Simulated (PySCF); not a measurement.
## Potential energy of TeP along the bond

Set-up: Te x2c-SVPall, P x2c-SVPall; spin-free X2C with a Gaussian nucleus (PySCF 2.14). Energies in eV from Te + P in their ground configurations at the same level. State: ²Π (doublet), unpaired electrons π ↑.

| R (Å) | PBE |
| --- | --- |
| 1.936 | -1.641 |
| 2.026 | -2.640 |
| 2.116 | -3.203 |
| 2.183 | -3.419 |
| 2.251 | -3.501 |
| 2.318 | -3.484 |
| 2.409 | -3.350 |
| 2.521 | -3.066 |
| 2.656 | -2.651 |
| 2.836 | -2.104 |

**Question.** Put a parabola through the three lowest points of the PBE curve and estimate Re, k and ωe (reduced mass 25.01 u; 1 eV/Å² = 0.16022 mdyn/Å; ωe = 1302.8·√(k/μ) cm⁻¹).

**Answer.** Through R = 2.183, 2.251, 2.318 Å the second-order coefficient is 10.8 eV/Å², so Re ≈ 2.273 Å, k ≈ 3.46 mdyn/Å and ωe ≈ 485 cm⁻¹. A polynomial fit of higher order to the unrounded PBE energies gives Re = 2.271 Å, k = 3.21 mdyn/Å, ωe = 466 cm⁻¹; anharmonicity and rounding make the difference.

The higher-order fit for each curve: PBE: Re = 2.271 Å, ωe = 466 cm⁻¹, De = 3.51 eV.

⟨S²⟩ of the unrestricted solution departs from its pure value on part of the curve, where spin states mix. These are scalar-relativistic numbers at best; spin–orbit coupling would shift them, the dissociation energy most. The state was picked by a PBE0 search and need not be the measured ground state.
